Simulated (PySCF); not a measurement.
## Ionisation energy of As¹²⁺ by level of theory

As¹²⁺ [Ar] 3d3 [3d3/2^3, M_J = 3/2] → As¹³⁺ [Ar] 3d2 [3d3/2^2, M_J = 2], as a difference of total energies. All numbers are calculated (PySCF 2.14, the two-component X2C-1e Hamiltonian, in an uncontracted even-tempered set (17 s from 0.88 bohr⁻², ratio 2.8; 12 p from 1.1 bohr⁻², ratio 2.8; 8 d from 1.1 bohr⁻², ratio 2.8; 4 f from 4.1 bohr⁻², ratio 3)). Correlated levels: [Ne] frozen; the 76 highest virtual spinors dropped. "Screened" scales the spin-orbit matrix elements by Boettger's factors to mimic the two-electron term; Breit and QED terms are absent.

| method | ionisation energy (eV) |
| --- | --- |
| GHF (spin-free) | 375.35 |
| GMP2 (spin-free) | 375.76 |
| GHF (screened spin-orbit) | 375.24 |
| GMP2 (screened spin-orbit) | 375.65 |

Task: How much does correlation contribute at GMP2 (screened spin-orbit)?

Result: 375.65 − (375.24) = 0.41 eV, measured against GHF (screened spin-orbit).

The spin-free rows relax to the high-spin LS determinant and lack the spin-orbit shift.

The labels give the starting determinants; with spin-orbit coupling the two ends relaxed to ⟨J²⟩ = 6.28, ⟨L²⟩ = 11.93, ⟨S²⟩ = 3.71 and ⟨J²⟩ = 7.00, ⟨L²⟩ = 11.80, ⟨S²⟩ = 1.93.

The determinant of As¹²⁺ and of As¹³⁺ mixes levels of different J (the jj label is only the starting occupation), so the difference between spin-free and spin-orbit rows is not the physical spin-orbit shift.

For comparison: 375 ± 3 eV (theoretical estimate listed by NIST; NIST Atomic Spectra Database, ionization energies).
